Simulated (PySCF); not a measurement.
**Electron correlation in Pr³⁺ (praseodymium, charge +3)**

[Xe] 4f2, one real determinant. Computed with PySCF 2.14 in x2c-TZVPPall (11s7p7d4f2g, 113 functions), with scalar relativity by spin-free X2C-1e. Frozen: [Kr] 4d10; 10 electrons correlated.

MP2 pair energies summed by pair of shells (mhartree):

```csv
pair,energy,share (%)
5p-5p,-122.36,55.3
4f-5p,-43.67,19.7
5s-5p,-34.65,15.7
4f-5s,-9.54,4.3
5s-5s,-6.49,2.9
4f-4f,-4.54,2.1
```

Total MP2 correlation energy: -221.25 mhartree.

Same-spin part -63.22 and opposite-spin part -158.03 mhartree; SCS-MP2 scales them by 1/3 and 6/5 to -210.71 mhartree.

The reference is one real determinant that mixes LS terms of this configuration.
